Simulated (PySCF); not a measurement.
**Mg₂Te at several levels of theory**

All levels use the PBE0 minimum (triplet; Te–Mg 2.654 Å (×2); Mg–Te–Mg 90.3°), basis [Te def2-TZVP with ECP28, Mg def2-TZVP], scalar-relativistic core potentials, density fitting, no spin–orbit coupling, PySCF. For vertical energies the ionised species is a doublet (spins chosen at PBE0 and kept) and the electron-attached one a doublet. Atomisation goes to high-spin ground-configuration atoms, without zero-point energy. Open shells are unrestricted, also as the reference of the correlated levels. A dash marks a value that was not computed or is not defined at that level.

```xyz
3
charge 0 multiplicity 3, angstrom
Te    0.0000    0.4971    0.0000
Mg    0.0000   -1.3745    1.8815
Mg    0.0000   -1.3745   -1.8815
```

```tsv
level	atomisation (kJ/mol)	vertical IP (eV)	vertical EA (eV)	−ε(HOMO) (eV)	dipole (D)
PBE0	285	6.51	1.48	4.94	2.30
HF	?	?	?	?	?
MP2	283	6.64	1.06	–	–
PBE	284	6.33	1.57	4.16	2.07
r2SCAN	?	?	?	?	?
B3LYP	239	6.44	–	4.71	2.38
```

**Question.** Fill in the row of r2SCAN.

**Answer.** atomisation (kJ/mol) 319, vertical IP (eV) 6.49, vertical EA (eV) 1.42, −ε(HOMO) (eV) 4.38, dipole (D) 2.35.

**Question.** Fill in the row of HF.

**Answer.** atomisation (kJ/mol) 196, vertical IP (eV) 6.56, vertical EA (eV) 0.46, −ε(HOMO) (eV) 6.90, dipole (D) 2.69.

Spin contamination in at least one species weakens the values at: HF, MP2.

Without diffuse functions attachment energies tend to come out too low.

No spin–orbit coupling is included, which matters more the heavier the element.
